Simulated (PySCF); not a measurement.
[Cu(NCS)2]-, C₂CuN₂S₂ (charge -1 and singlet state).
Geometry (PBE0-D3(BJ)/def2-SVP, Å), atoms numbered from 1 in this order:
```
atom  x, y, z in Å
Cu1    0.000   -0.002   -0.009
N2     0.016   -0.013    1.820
C3     0.023   -0.037    3.001
S4     0.037   -0.069    4.619
N5    -0.006   -0.001   -1.839
C6     0.005    0.006   -3.020
S7     0.018    0.013   -4.639
```

Level of theory: PySCF 2.14.0, density-fitted response routines, TDDFT CAM-B3LYP/def2-SVPD, vertical, gas phase, core orbitals frozen in the response. The geometry's basis has no diffuse functions, a weakness for an anion.

Frontier orbitals with the atoms that hold most of them (Löwdin shares over 4%, at most four atoms):

```json
{"orbital": "LUMO+2", "ε (eV)": "3.81", "atoms": "Cu1 62%, S4 10%, S7 10%, C3 5%"}
{"orbital": "LUMO+1", "ε (eV)": "3.80", "atoms": "Cu1 58%, S7 8%, S4 8%, C3 7%"}
{"orbital": "LUMO", "ε (eV)": "3.80", "atoms": "Cu1 61%, S7 9%, S4 9%, C6 5%"}
{"orbital": "HOMO", "ε (eV)": "-4.17", "atoms": "S4 26%, S7 26%, Cu1 15%, N5 9%"}
{"orbital": "HOMO-1", "ε (eV)": "-4.17", "atoms": "S4 26%, S7 26%, Cu1 15%, N5 9%"}
{"orbital": "HOMO-2", "ε (eV)": "-4.63", "atoms": "S7 31%, S4 31%, C6 10%, C3 10%"}
{"orbital": "HOMO-3", "ε (eV)": "-4.63", "atoms": "S4 31%, S7 31%, C6 10%, C3 10%"}
```

Within 0.005 eV of a neighbour in this list lie HOMO-3/HOMO-2, HOMO-1/HOMO and LUMO/LUMO+1.

**Question.** The HOMO–LUMO gap is 7.96 eV. Where does the response calculation put the lowest singlet, and from which orbitals?

**Answer.** S1 is at 4.90 eV (f = 0.0000), 3.07 eV below the gap, made of HOMO-1/HOMO→LUMO/LUMO+1/LUMO+2 (≥74%). Without the coupling terms of the response equations the lowest excitation would equal the gap.

Next come S2 at 4.95 eV (f 0.0000), HOMO-1/HOMO→LUMO/LUMO+1/LUMO+2 (≥75%); S3 at 4.95 eV (f 0.0000), HOMO-1/HOMO→LUMO/LUMO+1/LUMO+2 (≥75%); S4 at 5.24 eV (f 0.0000), HOMO-3/HOMO-2→LUMO/LUMO+1/LUMO+2 (≥20%), HOMO-1/HOMO→LUMO+6 (≥12%), HOMO-1/HOMO→LUMO+7 (≥12%); S5 at 5.25 eV (f 0.0001), HOMO-1/HOMO→LUMO/LUMO+1/LUMO+2 (≥67%).

Orbitals of the list HOMO-3 to LUMO+2 that lie within 0.01 eV of each other are written together with a slash and their weights summed (≥ marks a lower bound); for degenerate orbitals outside that list single weights are arbitrary.

Hardware: one thread of an Arm Neoverse N1 (shared host). Cost: 67 s (grids of density and orbitals included), 0.77 GiB resident at most.
